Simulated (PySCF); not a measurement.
# Interval between two levels of Hg³⁺ by level of theory

Hg³⁺ [Xe] 4f14 5d9 [2D5/2, M_J = 5/2] → Hg³⁺ [Xe] 4f14 5d8 6p1 [4G11/2, M_J = 11/2], as a difference of total energies. All numbers are calculated (PySCF 2.14, the two-component X2C-1e Hamiltonian, in x2c-TZVPall-2c with one added diffuse shell each of s, p, d type (12s12p11d2f, 117 functions)). Correlated levels: [Kr] 4d10 4f14 frozen; the 34 highest virtual spinors dropped. "Screened" scales the spin-orbit matrix elements by Boettger's factors to mimic the two-electron term; Breit and QED terms are absent.

| method | interval between two levels (cm⁻¹) |
| --- | --- |
| GHF (screened spin-orbit) | 145240 |
| GMP2 (screened spin-orbit) | 148190 |

The labels give the starting determinants; with spin-orbit coupling the two ends relaxed to ⟨J²⟩ = 8.77, ⟨L²⟩ = 6.19, ⟨S²⟩ = 0.93 and ⟨J²⟩ = 35.76, ⟨L²⟩ = 20.65, ⟨S²⟩ = 3.78.
